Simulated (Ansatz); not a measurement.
H3Si (SMILES [SiH3]), doublet, at a GFN2-xTB geometry. Base run: SVWN5/def2-SVP (Ansatz, a program for electronic structure).

Geometry (Å):
```xyz
4

Si     0.0017     0.0005     0.0561
H     -0.0103     1.4116    -0.2733
H      1.2169    -0.7075    -0.2934
H     -1.2308    -0.7107    -0.2182
```
Charge 0, spin multiplicity 2.
Orbitals are unrestricted.
All else is at Ansatz's defaults.

Variants of this job, named by their change:

```tsv
change	basis functions	E (Eh)
base	33	-289.92713
basis = 6-31G	19	-289.97836
basis = 6-31+G*	29	-290.00383
basis = cc-pVDZ	33	-290.01564
basis = pc-1	33	-290.02616
basis = pcseg-1	33	-290.01453
basis = 6-31G**	34	-290.00484
basis = cc-pV(D+d)Z	38	-290.01962
basis = 6-311+G(2d,p)	53	-290.03625
basis = def2-TZVP	55	-290.03279
basis = cc-pV(T+d)Z	81	-290.03707
basis = aug-cc-pVTZ	119	-290.03560
basis = cc-pVQZ	149	-290.04101
```

Totals compare only among sets that treat the same electrons; sets with core potentials leave the core out.
